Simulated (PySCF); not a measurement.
## Dipole response of Mn+ (manganese, charge +1)

[Ar] 3d6, high-spin 5D determinant (an excited configuration). All numbers are calculated (PySCF 2.14, the non-relativistic Hamiltonian (point nucleus), in aug-cc-pwCVTZ). Coupled (time-dependent) response in atomic units; α is the mean over directions.

```
 method  mean α (bohr³)         α xx, yy, zz  C₆ (like pair)  S(−4)
r2SCAN0           11.38  12.83, 12.83, 8.482           40.68  190.4
```

S(−4) is the Cauchy moment in α(ω) = α(0) + S(−4) ω² + …

α(iu) at r2SCAN0:

| u (hartree) | α(iu) (bohr³) |
| --- | --- |
| 0 | 11.38 |
| 0.0500 | 10.94 |
| 0.100 | 9.938 |
| 0.200 | 7.854 |
| 0.300 | 6.365 |
| 0.500 | 4.636 |
| 0.750 | 3.454 |
| 1.00 | 2.708 |
| 1.50 | 1.815 |
| 2.00 | 1.313 |
| 3.00 | 0.7868 |
| 5.00 | 0.3771 |

For an ion, C₆ is the dispersion term alone; charge-induced terms of lower order in 1/R come first.

The components differ because the open shell of this determinant is not spherical; for a pure term their mean is the scalar polarisability.
